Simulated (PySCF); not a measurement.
W(S)2(Cl)(NH2) (ClH2NS2W), SMILES [NH2][W](=[S])(=[S])[Cl], multiplicity 1.

Geometry: PBE-D3(BJ)/def2-SVP. The multiplicity is an assumed one; no other spin state was optimised. The structure was generated by enumeration; whether it is a known compound was not checked. The def2 effective core potentials stand for the cores of W; spin–orbit coupling is left out. Other conformers were not sampled.

All values below come from TDA-PBE/def2-SVPD (PySCF).

Vertical excitations. Isolated molecule, no solvent. State labels are in the subgroup Cs.

Problem. List the lowest excited states. (Estimate from the structure and the level; the computed values follow.)

Solution. 
```
state  symmetry  energy (eV)  λ (nm)      f                                                               main pairs
-----  --------  -----------  ------  -----  -----------------------------------------------------------------------
S1           A'         2.67     465  0.002                                                           HOMO→LUMO 99 %
S2           A"         3.09     401  0.004                                       HOMO→LUMO+1 75 %, HOMO−1→LUMO 22 %
S3           A"         3.60     345  0.016                                       HOMO−1→LUMO 51 %, HOMO→LUMO+2 26 %
S4           A'         3.70     335  0.013                                                       HOMO−1→LUMO+1 91 %
S5           A"         3.84     323  0.003                                       HOMO−3→LUMO 49 %, HOMO→LUMO+2 42 %
S6           A'         3.91     317  0.002                                       HOMO−2→LUMO 57 %, HOMO→LUMO+3 34 %
S7           A"         3.96     313  0.006  HOMO−2→LUMO+1 39 %, HOMO−3→LUMO 23 %, HOMO→LUMO+2 18 %, HOMO→LUMO+4 9 %
S8           A"         4.09     303  0.004                                     HOMO−2→LUMO+1 58 %, HOMO−3→LUMO 22 %
S9           A'         4.15     299  0.010                   HOMO→LUMO+3 56 %, HOMO−2→LUMO 19 %, HOMO−3→LUMO+1 16 %
S10          A'         4.34     286  0.001                                   HOMO−1→LUMO+2 49 %, HOMO−3→LUMO+1 44 %
T1           A'         2.39     519      0                                                           HOMO→LUMO 99 %
T2           A"         2.65     467      0                                                         HOMO→LUMO+1 90 %
T3           A"         2.90     428      0                                                         HOMO−1→LUMO 90 %
T4           A'         3.15     394      0                                                         HOMO−2→LUMO 90 %
```
Triplets are in the Tamm–Dancoff approximation.
